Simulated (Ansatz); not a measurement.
```yaml
crystal:
  periodic: [false, false, false]
  atoms:
    - {symbol: B, position_ang: [-0.599527, 1.496064, -0.367359]}
    - {symbol: Si, position_ang: [0.642577, -0.001443, -0.211902]}
    - {symbol: B, position_ang: [-0.014248, -1.728521, 0.363440]}
    - {symbol: O, position_ang: [0.533613, -0.950159, 1.283040]}
    - {symbol: H, position_ang: [-0.594453, 2.191250, -1.339412]}
    - {symbol: H, position_ang: [-1.455002, 1.649852, 0.451976]}
    - {symbol: H, position_ang: [2.063897, 0.106090, -0.619259]}
    - {symbol: H, position_ang: [-0.484654, -2.820332, 0.383677]}
basis:
  gaussian: {orbitals: "6-31++G**"}
magnetization: {spin_polarized: true, initial_magnetization: 1}
hamiltonian: {xc: {name: B97}}
output: {forces: true}
```

```sh
$ ansatz run in.yaml --threads 2 --pin off --events-out ev --progress --plain --max-ram 4352MiB
```

Shortened log:

```
Error: a molecule whose nuclei and cores have a total charge of 36 cannot have a net charge of 0 together with 1 unpaired electrons
```

What is wrong with this run?

The number of unpaired electrons doesn't fit the electron count. The input was rejected before any iteration.
